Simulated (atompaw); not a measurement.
# LDA (PW92) PAW (atompaw) dataset for P (Z = 15), non-relativistic all-electron reference.

- Element: phosphorus
- Generator: atompaw 4.2.0.5
- Type: PAW
- Functional: LDA (PW92)
- Relativity: non-relativistic
- Frozen core: [Ne]
- Valence charge: 5
- Reference configuration: 3s1.5 3p3.5
- Partial waves: 3s (bound): rc 1.65 bohr; 3s channel at -0.3 Ry: rc 1.65 bohr; 3p (bound): rc 2.05 bohr; 3p channel at 1.55 Ry: rc 2.05 bohr; 3d channel at 0.25 Ry: rc 1.50 bohr
- Local potential: troulliermartins scheme with l = 3 at 0 Ry, radius 1.80 bohr
- Core correction: smooth core density matched at 1.70 bohr
- Augmentation charge: gaussian compensation charge, radius 1.70 bohr; PAW radius 2.05 bohr; waves and projectors: custom rrkj vanderbiltortho

Poles of the logarithmic derivatives, all-electron (AE) and pseudo (PS). s: poles at 0.9 (AE) and 0.9 (PS) Ry. p: poles at 1.9 (AE) and 1.9 (PS) Ry. d: poles at 2.9 (AE) and 2.9 (PS) Ry. Test radius 2.06 bohr.

* Cutoffs needed: 15 Ry and 18 Ry (the cutoffs (Ry, on a coarse ladder) from which the occupation-weighted sum of valence levels, in a spherical-Bessel basis at the reference potential, stays within 10 and 1 mRy of its value at 400 Ry)
* Ghost test: no extra level below or beside the all-electron valence levels (s, p, d, f tested) (spherical-Bessel basis up to 400 Ry, 20 bohr box)
* Lowest eigenvalue of the overlap operator: 0.44 (s channel)
* Overlap eigenvalues printed by atompaw (projector basis): 0.0198, 0.182, 21.2, 23.2, 1.01e+03
* Warning: the pseudo core plus compensation charge is negative at some radii, so no UPF file was written
* Share of each valence orbital outside the PAW sphere: 3s 35 %, 3p 55 %
